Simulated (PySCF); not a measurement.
A geometry optimisation, step by step.

C₃H₁₀NSSi (charge +1).
Atom-mapped SMILES: `[CH2:1]=[CH:2][Si@H:3]([SH:4])[NH2+:5][CH3:6]` (hydrogens: H7, H8 on C1; H9 on C2; H10 on Si3; H11 on S4; H12, H13 on N5; H14, H15, H16 on C6)
Bond orders are those of one Lewis drawing.

Computed by this run: PBE0-D3(BJ)/def2-SVP geometry optimisation, gas phase in PySCF 2.14.0; density fitting, grid level 1; the optimiser is geomeTRIC in internal coordinates, started from a GFN2-xTB structure. 10 of its 16 geometries are shown. The frame can shift and turn from step to step; on so coarse a grid that alone can change the energy by a few meV, and forces under 0.02 eV/Å are noise.

Step 0: E = -23449.6811 eV, largest atomic force 1.335 eV/Å
```
atom  x, y, z in Å  |  force x, y, z in eV/Å
C1      2.969   -0.148   -0.175   -0.022   0.022  -0.207
C2      1.804   -0.101    0.462   -1.000   0.400  -0.237
Si3     0.227    0.630   -0.229    0.545  -0.355   1.166
S4     -0.764    2.034    1.031   -0.741  -0.663  -0.104
N5     -1.017   -0.811   -0.023   -0.072   0.325  -0.066
C6     -2.376   -0.535   -0.520   -0.273   0.044  -0.100
H7      3.090    0.208   -1.184    0.102   0.241  -0.658
H8      3.854   -0.552    0.291    0.509  -0.241   0.301
H9      1.771   -0.460    1.488   -0.115  -0.073   0.422
H10     0.129    0.874   -1.658    0.118   0.068  -0.601
H11     0.202    2.935    1.096    0.726   0.474  -0.024
H12    -1.082   -1.046    0.970    0.165  -0.133   0.226
H13    -0.656   -1.644   -0.492    0.254  -0.189  -0.019
H14    -2.793    0.313    0.019   -0.131   0.296   0.177
H15    -2.339   -0.292   -1.579    0.061   0.093  -0.363
H16    -3.028   -1.395   -0.380   -0.126  -0.308   0.086
```

Step 2: E = -23449.7908 eV, largest atomic force 0.237 eV/Å
```
atom  x, y, z in Å  |  force x, y, z in eV/Å
C1      2.891    0.248   -0.065    0.076   0.017   0.091
C2      1.760    0.231    0.656   -0.107  -0.179  -0.112
Si3     0.177    0.597   -0.190   -0.127   0.146   0.080
S4     -1.091    2.020    0.742   -0.016  -0.028  -0.050
N5     -0.921   -0.956   -0.013   -0.019  -0.025   0.010
C6     -2.294   -0.851   -0.583    0.003  -0.035  -0.011
H7      2.886    0.453   -1.142    0.067   0.009  -0.001
H8      3.870    0.073    0.394    0.016  -0.027  -0.029
H9      1.782    0.018    1.734    0.074   0.114  -0.034
H10     0.296    0.675   -1.668    0.024  -0.017   0.020
H11    -0.097    2.925    0.901    0.004  -0.033   0.028
H12    -0.979   -1.208    0.982   -0.005   0.034  -0.007
H13    -0.427   -1.741   -0.455    0.022   0.023   0.012
H14    -2.837   -0.043   -0.078    0.001   0.002   0.019
H15    -2.220   -0.623   -1.654    0.001  -0.003   0.000
H16    -2.829   -1.798   -0.442   -0.014   0.002  -0.015
```

Step 3: E = -23449.7998 eV, largest atomic force 0.090 eV/Å
```
atom  x, y, z in Å  |  force x, y, z in eV/Å
C1      2.908    0.227   -0.065   -0.039   0.021   0.008
C2      1.755    0.232    0.625    0.031  -0.042  -0.010
Si3     0.163    0.625   -0.196   -0.026  -0.016  -0.030
S4     -1.117    2.034    0.738   -0.012  -0.075  -0.035
N5     -0.919   -0.940   -0.013   -0.052   0.002  -0.029
C6     -2.295   -0.862   -0.582    0.022  -0.019   0.001
H7      2.950    0.411   -1.145   -0.011   0.037  -0.003
H8      3.869    0.048    0.427    0.001  -0.055   0.003
H9      1.779    0.042    1.705    0.013   0.077   0.044
H10     0.278    0.699   -1.673   -0.008   0.009  -0.017
H11    -0.125    2.929    0.937    0.054   0.031   0.040
H12    -0.971   -1.189    0.983   -0.001   0.020   0.005
H13    -0.413   -1.717   -0.455    0.033   0.005   0.017
H14    -2.853   -0.065   -0.075    0.004   0.001   0.011
H15    -2.227   -0.634   -1.653    0.001   0.003   0.004
H16    -2.812   -1.819   -0.439   -0.010   0.001  -0.009
```

Step 5: E = -23449.8077 eV, largest atomic force 0.113 eV/Å
```
atom  x, y, z in Å  |  force x, y, z in eV/Å
C1      2.890    0.212   -0.070   -0.002  -0.058  -0.029
C2      1.742    0.260    0.627    0.037   0.106   0.011
Si3     0.154    0.644   -0.209    0.029  -0.047   0.022
S4     -1.122    2.046    0.729   -0.011   0.053  -0.013
N5     -0.916   -0.927   -0.014    0.009  -0.030  -0.038
C6     -2.284   -0.880   -0.599    0.016   0.014   0.004
H7      2.926    0.365   -1.155   -0.004  -0.011   0.004
H8      3.850    0.011    0.417   -0.003   0.025   0.008
H9      1.775    0.141    1.717   -0.023  -0.030  -0.007
H10     0.276    0.704   -1.687   -0.023   0.008   0.001
H11    -0.107    2.887    1.038   -0.009  -0.021   0.024
H12    -0.975   -1.152    0.987   -0.005   0.009   0.007
H13    -0.385   -1.703   -0.430   -0.012  -0.019   0.011
H14    -2.857   -0.085   -0.105   -0.004  -0.005  -0.004
H15    -2.207   -0.662   -1.672   -0.002   0.005  -0.002
H16    -2.791   -1.842   -0.453    0.006  -0.001   0.001
```

Step 7: E = -23449.8209 eV, largest atomic force 0.146 eV/Å
```
atom  x, y, z in Å  |  force x, y, z in eV/Å
C1      2.840    0.141   -0.087    0.021  -0.022   0.003
C2      1.728    0.389    0.622   -0.022   0.097   0.018
Si3     0.133    0.711   -0.230    0.023  -0.047   0.035
S4     -1.160    2.112    0.681    0.040   0.119  -0.025
N5     -0.890   -0.894   -0.010    0.129  -0.042   0.055
C6     -2.226   -0.918   -0.657   -0.048   0.018  -0.015
H7      2.841    0.113   -1.183    0.021  -0.009   0.009
H8      3.803   -0.044    0.401   -0.004   0.020  -0.011
H9      1.785    0.448    1.718    0.002  -0.062  -0.032
H10     0.244    0.731   -1.710   -0.046   0.026   0.013
H11    -0.156    2.709    1.369   -0.053  -0.043  -0.016
H12    -0.990   -1.052    1.000   -0.021  -0.028  -0.014
H13    -0.311   -1.674   -0.349   -0.054  -0.014  -0.009
H14    -2.850   -0.132   -0.209    0.001  -0.002  -0.012
H15    -2.113   -0.727   -1.731    0.004  -0.005  -0.003
H16    -2.707   -1.892   -0.504    0.006  -0.004   0.004
```

Step 8: E = -23449.8291 eV, largest atomic force 0.138 eV/Å
```
atom  x, y, z in Å  |  force x, y, z in eV/Å
C1      2.813    0.101   -0.086    0.059   0.030   0.038
C2      1.728    0.471    0.611   -0.079  -0.008  -0.015
Si3     0.125    0.751   -0.243   -0.009  -0.009   0.036
S4     -1.170    2.180    0.626    0.055   0.051  -0.080
N5     -0.869   -0.877   -0.004    0.098   0.008   0.098
C6     -2.185   -0.935   -0.688   -0.069   0.001  -0.017
H7      2.801   -0.034   -1.173   -0.005   0.001   0.003
H8      3.775   -0.073    0.408    0.008   0.002  -0.009
H9      1.804    0.620    1.696    0.025  -0.038  -0.017
H10     0.212    0.755   -1.722   -0.045   0.033   0.006
H11    -0.256    2.555    1.551   -0.029  -0.018   0.001
H12    -1.001   -1.002    1.007   -0.009  -0.050  -0.018
H13    -0.275   -1.663   -0.299   -0.023   0.004  -0.015
H14    -2.834   -0.153   -0.270    0.012   0.006  -0.016
H15    -2.044   -0.760   -1.762    0.006  -0.009   0.000
H16    -2.653   -1.915   -0.532    0.006  -0.004   0.003
```

Step 10: E = -23449.8403 eV, largest atomic force 0.095 eV/Å
```
atom  x, y, z in Å  |  force x, y, z in eV/Å
C1      2.814    0.089   -0.074    0.028   0.090   0.006
C2      1.732    0.495    0.609   -0.051  -0.074   0.000
Si3     0.127    0.768   -0.244   -0.033   0.002  -0.017
S4     -1.166    2.245    0.539    0.059  -0.019  -0.069
N5     -0.855   -0.872    0.010   -0.043   0.056   0.038
C6     -2.159   -0.941   -0.702   -0.007  -0.027   0.000
H7      2.804   -0.079   -1.158   -0.015   0.006  -0.002
H8      3.775   -0.074    0.424    0.004  -0.024   0.011
H9      1.814    0.664    1.689    0.016   0.008   0.015
H10     0.189    0.779   -1.723   -0.011  -0.021  -0.009
H11    -0.397    2.457    1.630   -0.006  -0.002   0.048
H12    -1.012   -0.992    1.018    0.011  -0.024  -0.001
H13    -0.260   -1.663   -0.265    0.036   0.020  -0.021
H14    -2.817   -0.154   -0.313    0.011   0.015   0.001
H15    -1.993   -0.780   -1.775    0.006  -0.013  -0.002
H16    -2.626   -1.921   -0.544   -0.005   0.005   0.003
```

Step 12: E = -23449.8539 eV, largest atomic force 0.104 eV/Å
```
atom  x, y, z in Å  |  force x, y, z in eV/Å
C1      2.863    0.185   -0.032   -0.050  -0.009  -0.052
C2      1.722    0.437    0.629    0.075   0.043   0.026
Si3     0.147    0.724   -0.267    0.008   0.034  -0.002
S4     -1.106    2.279    0.398   -0.050   0.076   0.045
N5     -0.868   -0.887    0.012   -0.058  -0.066  -0.055
C6     -2.173   -0.947   -0.702    0.063   0.017   0.024
H7      2.903    0.119   -1.125    0.027  -0.008   0.004
H8      3.813    0.039    0.494   -0.015   0.017   0.005
H9      1.756    0.529    1.722   -0.032  -0.037   0.013
H10     0.217    0.721   -1.747    0.034  -0.054   0.004
H11    -0.537    2.377    1.623    0.003  -0.030  -0.017
H12    -1.024   -1.016    1.019    0.016   0.027   0.009
H13    -0.278   -1.681   -0.266    0.001   0.003  -0.004
H14    -2.801   -0.118   -0.351   -0.010  -0.006  -0.003
H15    -1.996   -0.837   -1.780   -0.003  -0.009  -0.003
H16    -2.670   -1.905   -0.505   -0.010   0.002   0.008
```

Step 13: E = -23449.8559 eV, largest atomic force 0.071 eV/Å
```
atom  x, y, z in Å  |  force x, y, z in eV/Å
C1      2.865    0.206   -0.027    0.035  -0.028   0.036
C2      1.719    0.432    0.634    0.025   0.051  -0.043
Si3     0.149    0.721   -0.272   -0.011   0.033   0.004
S4     -1.100    2.286    0.382   -0.040   0.043   0.031
N5     -0.868   -0.888    0.009   -0.031  -0.052  -0.035
C6     -2.173   -0.950   -0.704    0.038   0.013   0.018
H7      2.925    0.158   -1.121   -0.038   0.006   0.006
H8      3.810    0.062    0.507    0.008   0.012   0.002
H9      1.743    0.503    1.730   -0.007  -0.037  -0.010
H10     0.231    0.706   -1.751    0.029  -0.030   0.007
H11    -0.561    2.352    1.622    0.004  -0.018  -0.019
H12    -1.023   -1.013    1.017    0.009   0.016   0.004
H13    -0.277   -1.682   -0.267   -0.007   0.001  -0.001
H14    -2.798   -0.115   -0.361   -0.007  -0.005  -0.005
H15    -1.997   -0.854   -1.783   -0.002  -0.006  -0.002
H16    -2.674   -1.904   -0.495   -0.006   0.001   0.005
```

Step 15: E = -23449.8580 eV, largest atomic force 0.022 eV/Å
```
atom  x, y, z in Å  |  force x, y, z in eV/Å
C1      2.872    0.249   -0.012    0.002   0.001   0.001
C2      1.713    0.427    0.640   -0.015   0.009   0.005
Si3     0.150    0.715   -0.280   -0.007   0.002  -0.008
S4     -1.109    2.280    0.366    0.010  -0.019   0.002
N5     -0.869   -0.896    0.001    0.018   0.003   0.010
C6     -2.176   -0.960   -0.703   -0.010  -0.002  -0.005
H7      2.940    0.246   -1.106    0.002   0.004   0.000
H8      3.814    0.104    0.527    0.000  -0.003  -0.001
H9      1.716    0.443    1.737    0.005   0.001  -0.001
H10     0.259    0.684   -1.756    0.000   0.004   0.000
H11    -0.560    2.338    1.603   -0.004   0.007   0.001
H12    -1.017   -1.015    1.011   -0.003  -0.001  -0.001
H13    -0.278   -1.691   -0.275   -0.003  -0.002  -0.001
H14    -2.795   -0.116   -0.373    0.002   0.001   0.000
H15    -2.005   -0.885   -1.785    0.002  -0.002  -0.001
H16    -2.685   -1.905   -0.475    0.001  -0.001  -0.001
```

Task: Summarise the path.

Result: The energy falls by 0.1768 eV from step 0 to step 15; nine tenths of that is first reached at step 10. It falls at every step. The largest force goes from 1.335 to 0.022 eV/Å. Among the bonds C2–Si3 changes most, from 1.871 to 1.836 Å; the atoms move by 0.352 Å rms after alignment.

Task: Follow the three bonds and two angles with the largest change from start to end.

Result: 
```
step  E above end (eV)  largest force (eV/Å)  C2–Si3 (Å)  S4–H11 (Å)  Si3–H10 (Å)  S4–Si3–N5 (°)  S4–Si3–H10 (°)
   0            0.1768                 1.335       1.871       1.322        1.453           97.5           116.1
   1            0.0888                 0.462       1.835       1.362        1.487           97.8           115.7
   2            0.0671                 0.237       1.832       1.354        1.485           99.3           116.7
   3            0.0582                 0.090       1.834       1.351        1.484           99.2           116.9
   4            0.0539                 0.067       1.835       1.352        1.484           99.3           117.4
   5            0.0502                 0.113       1.835       1.354        1.484           99.3           117.7
   6            0.0433                 0.132       1.836       1.356        1.485           99.7           118.2
   7            0.0371                 0.146       1.837       1.355        1.484          100.3           117.8
   8            0.0289                 0.138       1.838       1.354        1.483          101.8           116.4
   9            0.0259                 0.181       1.839       1.351        1.480          104.4           113.0
  10            0.0176                 0.095       1.838       1.352        1.481          103.5           113.0
  11            0.0127                 0.070       1.837       1.352        1.481          103.9           112.2
  12            0.0040                 0.104       1.835       1.354        1.481          105.0           110.2
  13            0.0021                 0.071       1.835       1.354        1.481          105.2           110.5
  14            0.0002                 0.044       1.836       1.354        1.481          105.0           111.5
  15            0.0000                 0.022       1.836       1.354        1.481          105.1           111.4
```

The cost below is that of the whole optimisation. Hardware: one thread, Arm Neoverse V1 (aarch64) (shared host). Cost: 99 s, 0.65 GiB resident at most.
